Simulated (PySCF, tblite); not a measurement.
Compound: C3H7NOSi3.
Cartesian coordinates in Å at the GFN2-xTB level; atoms count from 1:
```
atom  x, y, z in Å
N1     2.127    2.317   -2.092
C2     1.676    1.558   -1.358
Si3    0.889    0.334   -0.187
C4     2.394   -0.304    0.799
O5     2.263   -1.133    1.668
Si6   -0.619   -1.275   -1.029
C7    -1.951   -0.460    0.114
Si8   -1.029    0.967    1.038
H9     3.405    0.092    0.568
H10   -0.985   -1.197   -2.446
H11   -0.375   -2.682   -0.706
H12   -2.378   -1.181    0.811
H13   -2.798   -0.087   -0.459
H14   -1.618    2.281    0.766
H15   -1.005    0.776    2.489
```

Level of theory: PBE0/def2-SVPD in PySCF (dipole) on a GFN2-xTB geometry, gas phase.

Take the most abundant isotopes and a rigid rotor. The values belong to one conformer with, in the numbering `[N:1]#[C:2][Si:3]1([CH:4]=[O:5])[SiH2:6][CH2:7][SiH2:8]1`, C2–Si3–C4–O5 180°.

Task: Give the principal moments of inertia and the rotational constants in cm⁻¹.

Result: Ia = 398.61, Ib = 542.12, Ic = 630.25 u·Å²; 505379 MHz·u·Å²/I gives 1268, 932.2 and 801.9 MHz, that is A = 0.04229, B = 0.03110, C = 0.02675 cm⁻¹.

Task: Classify the top.

Result: An asymmetric top. Ray's parameter κ = (2B − A − C)/(A − C) = -0.440; −1 is the prolate and +1 the oblate limit.

Task: Is it planar, by Δ = Ic − Ia − Ib?

Result: Not planar: Δ = Ic − Ia − Ib = -310.48 u·Å². For a rigid frame Δ = −2 Σ m c², so Σ m c² = 155.24 u·Å² lies off the ab plane: 22.87 from hydrogen and 132.37 from heavier atoms. The atom farthest from that plane is 2.39 Å away.

Task: Give the other two planar moments, Paa and Pbb, and the rms extents of the mass along the axes.

Result: Paa = Σ m a² = (Ib + Ic − Ia)/2 = 386.88 and Pbb = Σ m b² = (Ia + Ic − Ib)/2 = 243.37 u·Å². With the mass M = 156.98 u, the rms extents √(P/M) along a, b and c are 1.57, 1.25, 0.99 Å.

Task: Where do the levels up to J = 3 lie, in cm⁻¹?

Result: Above 0(0,0):
J = 1: 1(0,1) 0.0578, 1(1,1) 0.0690, 1(1,0) 0.0734
J = 2: 2(0,2) 0.1725, 2(1,2) 0.1804, 2(1,1) 0.1934, 2(2,1) 0.2270, 2(2,0) 0.2280
J = 3: 3(0,3) 0.3422, 3(1,3) 0.3468, 3(1,2) 0.3727, 3(2,2) 0.4005, 3(2,1) 0.4054, 3(3,1) 0.4680, 3(3,0) 0.4681
The levels of one J sum to (2J + 1)J(J + 1)(A + B + C)/3.

Task: Which types of transition are allowed, and where do some lines up to J = 4 fall?

Result: The dipole components are |μa| = 3.38 D, |μb| = 0.16 D, |μc| = 0.00 D; the mirror of this Cs structure is the ab plane, so μc vanishes by symmetry and there are no c-type lines. Intensities carry the squares of the components, which stand as 1.00 : 0.00 (a : b). Some lines, for components of 0.1 D or more:

| type | branch | J(Ka,Kc) | MHz | lower level (cm⁻¹) |
| --- | --- | --- | --- | --- |
| a | Q | 4(2,2) ← 4(2,3) | 387 | 0.631 |
| a | Q | 3(1,2) ← 3(1,3) | 777 | 0.347 |
| b | Q | 3(1,2) ← 3(0,3) | 915 | 0.342 |
| b | Q | 2(2,1) ← 2(1,2) | 1398 | 0.180 |
| b | Q | 3(2,2) ← 3(1,3) | 1611 | 0.347 |
| b | Q | 4(3,1) ← 4(2,2) | 1742 | 0.644 |
| b | Q | 4(2,3) ← 4(1,4) | 1898 | 0.568 |
| b | R | 2(0,2) ← 1(1,1) | 3101 | 0.069 |
| b | R | 2(1,2) ← 1(0,1) | 3673 | 0.058 |
| b | R | 2(2,0) ← 1(1,1) | 4767 | 0.069 |
| a | R | 3(2,2) ← 2(2,1) | 5202 | 0.227 |
| b | R | 4(2,2) ← 3(3,1) | 5277 | 0.468 |
| a | R | 3(1,2) ← 2(1,1) | 5375 | 0.193 |
| b | R | 4(1,3) ← 3(2,2) | 6285 | 0.401 |
| a | R | 4(1,4) ← 3(1,3) | 6625 | 0.347 |
| a | R | 4(0,4) ← 3(0,3) | 6695 | 0.342 |
| b | R | 3(3,0) ← 2(2,1) | 7229 | 0.227 |
| b | R | 4(3,2) ← 3(2,1) | 8863 | 0.405 |
| b | R | 4(4,1) ← 3(3,0) | 9744 | 0.468 |
| b | R | 4(4,0) ← 3(3,1) | 9750 | 0.468 |

Its GFN2-xTB frequencies are all real (lowest 34 cm⁻¹). No vibrational averaging or centrifugal distortion is included, and the geometry carries the error of its method. Quadrupole hyperfine structure (14N) is left out.
